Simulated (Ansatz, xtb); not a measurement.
Relative energy of two structures of BH9N2Si2

We compare a, a singlet given by its coordinates, with b, `BN([SiH3])[SiH2]N`, a singlet. Both are isolated molecules in the gas phase, relaxed with r2SCAN-D4/def2-SVP; the shapes shown needn't be the lowest conformers.

a (Å):

```tsv
atom	x (Å)	y (Å)	z (Å)
B	0.5926	-0.6153	-1.2386
N	0.8241	1.8697	0.1829
N	-0.2063	-0.6440	0.2188
Si	1.7982	1.0057	-1.0600
Si	-0.6259	1.0953	0.6272
H	-0.2744	-0.3701	-2.0688
H	1.1124	-1.7049	-1.4088
H	3.1883	0.8674	-0.4959
H	1.9619	1.8753	-2.2736
H	1.1028	2.7576	0.5920
H	-0.9528	1.2038	2.0807
H	-1.8680	1.3278	-0.1640
H	0.4015	-1.0634	0.9287
H	-1.0224	-1.2567	0.1362
```

Close contacts (Å): B1–N3 1.66, B1–Si4 2.03, N2–Si4 1.80, N2–Si5 1.70, N3–Si5 1.84, B1–H6 1.23, B1–H7 1.22, N2–H10 1.02, N3–H13 1.02, N3–H14 1.02, Si4–H8 1.51, Si4–H9 1.50, Si5–H11 1.49, Si5–H12 1.49.

b (Å):

```xyz
14

B    -2.2179    0.3886   -1.3043
N    -0.9013    0.0705   -0.8983
N     0.6107    1.5068   -3.0252
Si   -0.4811   -0.2527    0.7892
Si    0.3477    0.0323   -2.1816
H    -2.4365    0.5982   -2.4825
H    -3.1232    0.4544   -0.5024
H     0.0848   -1.6281    0.9295
H    -1.7015   -0.1195    1.6301
H     0.5620    0.7152    1.2474
H    -0.0565   -0.9910   -3.1809
H     1.6107   -0.3327   -1.4762
H    -0.0710    1.8234   -3.7082
H     1.0430    2.2980   -2.5578
```

**Question.** Estimate which is lower in electronic energy at CCSD(T)/def2-SVP + ΔMP2/def2-TZVPP, and by roughly how much.

**Answer.** The CCSD(T)/def2-SVP + ΔMP2/def2-TZVPP calculation puts structure b lower, by 42.1 kJ/mol.

The same difference at several levels:

| level | geometry | E(b) − E(a) (kJ/mol) | departure from the last row (kJ/mol) | job, with rough time for the two |
| --- | --- | --- | --- | --- |
| r2SCAN-D4/def2-SVP | r2SCAN-D4/def2-SVP | −22.7 | +19.4 | optimisation, 2.1 min |
| HF/def2-SVP | r2SCAN-D4/def2-SVP | −82.0 | −39.8 | part of the CCSD(T) run |
| MP2/def2-SVP | r2SCAN-D4/def2-SVP | −38.1 | +4.0 | part of the CCSD(T) run |
| CCSD(T)/def2-SVP | r2SCAN-D4/def2-SVP | −39.6 | +2.6 | single point |
| CCSD(T)/def2-SVP + ΔMP2/def2-TZVPP | r2SCAN-D4/def2-SVP | −42.1 |  | single point, 47 s |

The levels shown agree on the order. The largest departure from CCSD(T)/def2-SVP + ΔMP2/def2-TZVPP is that of HF/def2-SVP, 39.8 kJ/mol. Levels run at GFN2-xTB geometries aren't shown. The last row adds to CCSD(T) the change of the MP2 difference between the two basis sets, here −2.6 kJ/mol.

With thermal terms from frequencies at re-optimised GFN2-xTB minima (ideal gas, soft modes damped towards free rotors, one conformer each, 298.15 K, 1 atm): the zero-point term adds −13.9 kJ/mol; ΔH is −51.5 and ΔG −62.1 kJ/mol.

The correlated steps freeze 13 core orbitals. Run with Ansatz 0.2.0, xtb 6.7.1; the last row on 2 threads of Intel(R) Xeon(R) Platinum 8259CL CPU @ 2.50GHz (Skylake/Cascade Lake) on a shared host.
